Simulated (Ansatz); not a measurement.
## Four-centre ligand exchange

Start structure (GaH₄ClO₂, singlet), relaxed at PBE0-D4/def2-TZVP:

```json
{"atom": "Ga1", "x (Å)": "-0.2161", "y (Å)": "-0.4913", "z (Å)": "-0.3572"}
{"atom": "Cl2", "x (Å)": "1.6076", "y (Å)": "-1.6010", "z (Å)": "-0.2019"}
{"atom": "O3", "x (Å)": "-0.4833", "y (Å)": "0.6188", "z (Å)": "-1.7040"}
{"atom": "O4", "x (Å)": "-1.5248", "y (Å)": "-0.7418", "z (Å)": "0.8013"}
{"atom": "H5", "x (Å)": "1.1491", "y (Å)": "1.2746", "z (Å)": "1.1693"}
{"atom": "H6", "x (Å)": "0.5031", "y (Å)": "1.6501", "z (Å)": "1.1094"}
{"atom": "H7", "x (Å)": "0.2681", "y (Å)": "0.6721", "z (Å)": "-2.2992"}
{"atom": "H8", "x (Å)": "-1.3037", "y (Å)": "-1.3813", "z (Å)": "1.4824"}
```

The step: GaH₂ClO₂ ([OH][Ga]([OH])[Cl]) + H₂ → GaH₃O₂ ([OH][GaH][OH]) + HCl; bonds formed: Ga1–H6, Cl2–H5; bonds broken: Ga1–Cl2, H5–H6. Ansatz 0.2.0; basis: def2-TZVPP and def2-QZVPP; cores frozen in the correlated methods. Filled d shells of the heavier atoms are correlated. The def2 sets are not built for correlating such inner shells, so the correlated values are less sure here. Extrapolation: Hartree–Fock as exp(−7.88 √X), correlation as X^−2.97. Energies below are by CCSD(T) at an estimated basis limit (MP2 extrapolated from triple and quadruple zeta, plus CCSD(T) − MP2 in triple zeta).

Q: What are the electronic barrier and the energy of the step, from the start structure to the end structure? (An estimate is asked for; the value comes from the calculation.)

A: The calculation gives: Barrier 1.628 eV; step energy 0.914 eV (uphill); reverse barrier, their difference, 0.714 eV. Barrier and step energy count from the start structure, the reverse barrier from the end structure.

The saddle point: One imaginary mode of 889i cm⁻¹.
```tsv
pair	start (Å)	saddle (Å)	end (Å)
Ga1–H6	2.69	1.70	1.56
Cl2–H5	3.22	1.52	1.28
Ga1–Cl2	2.14	2.51	2.94
H5–H6	0.75	1.12	3.11
```

Zero-point energy (harmonic, PBE0-D4): ZPE is 1.108 eV at the start and 1.104 eV at the saddle, so the barrier goes from 1.628 to 1.624 eV.

The T1 diagnostic stays at or below 0.014.

Labels in which every atom is bracketed show which atoms are joined, not bond orders.

For scale, one of the runs: CCSD(T)/def2-TZVPP, 208 basis functions, launched by `ansatz run in.yaml --threads 4 --pin off --events-out ev --progress --plain --max-ram 9574MiB`. The run took 97 s on 4 CPU threads of an Arm Neoverse V1 (shared host), with 2.9 GiB of host memory at its peak.
